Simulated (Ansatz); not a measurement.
Breaking the B1–Br3 bond in BBr2H (SMILES BrBBr) (multiplicity 1 held, fragments rigid). Energies count from the point at 1.902 Å.
Geometry at that point (charge 0, multiplicity 1):
```xyz
4

B     -0.623    -0.381    -0.413
H     -1.500    -0.917    -0.993
Br    -0.328     1.478    -0.688
Br     0.460    -1.397     0.775
```

Restricted levels (R-, RO-) in cc, def2 and unpolarised 6-31G sets keep to the state of the molecule at rest. Unrestricted levels (U-) break spin symmetry where that is lower. Active spaces are followed from a long bond inwards. Curves can end on different states.

Frozen-core correlation. Filled d and f shells under p-block atoms count as core.

Run with Ansatz (Gaussian orbitals). Each number belongs to the level named beside it.

Energies in kcal/mol.

| R (Å) | U-HF/cc-pVDZ | R-SCS-MP2/cc-pVDZ | R-CCSD(T)/cc-pVDZ | FIC-MRCISD on CASSCF(6,4)/cc-pVDZ | FIC-MRCISD+Q on CASSCF(6,4)/cc-pVDZ |
|---|---|---|---|---|---|
| 1.521 | 68.8 | 68.3 | 69.1 | 68.3 | 68.9 |
| 1.712 | 12.9 | 12.7 | 13.1 | 13.0 | 13.1 |
| 1.902 | 0.0 | 0.0 | 0.0 | 0.0 | 0.0 |
| 2.092 | 6.0 | 5.9 | 5.6 | 5.6 | 5.6 |
| 2.282 | 19.5 | 19.1 | 18.4 | 18.3 | 18.4 |
| 2.567 | 43.3 | 42.0 | 40.5 | 40.1 | 40.5 |
| 2.853 | 61.7 | 63.3 | 60.3 | 59.6 | 60.1 |
| 3.328 | 72.7 | 91.1 | 83.4 | 82.2 | 83.3 |
| 3.803 | 75.7 | 109.9 | 91.4 | 93.0 | 94.6 |
| 4.374 | 76.7 | 122.3 | 80.1 | 97.1 | 98.9 |
| 5.135 | 77.0 | 125.7 | 51.7 | 98.2 | 100.1 |
| 6.086 | 77.1 | 117.8 | 33.8 | 98.5 | 100.3 |

Doubts at one or more of the structures used: a spin-contaminated determinant (U-HF/cc-pVDZ); a restricted determinant that unrestricted orbitals would lower (R-SCS-MP2/cc-pVDZ, R-CCSD(T)/cc-pVDZ); other coupled-cluster roots lie near (R-CCSD(T)/cc-pVDZ); T1 above 0.05 (R-CCSD(T)/cc-pVDZ); active orbitals that take no part (FIC-MRCISD on CASSCF(6,4)/cc-pVDZ, FIC-MRCISD+Q on CASSCF(6,4)/cc-pVDZ).

Ansatz is an electronic-structure program.
